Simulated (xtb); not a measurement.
Ge(H)3(NMe2) (C2H9GeN), SMILES C[N](C)[GeH3]. All values are semi-empirical tight-binding results from xtb (GFN2-xTB unless named), good for trends rather than for accurate numbers. The structure is a stationary point at GFN2-xTB.

For metal compounds this method's bond lengths and energies can be far off.

| Quantity | Value |
|---|---|
| point group as xtb finds it | Cs |
| orbital gap | 5.97 eV |
| zero-point energy | 63.7 kcal/mol |
| G − E(el) at 298.15 K (modified RRHO) | 44.6 kcal/mol |
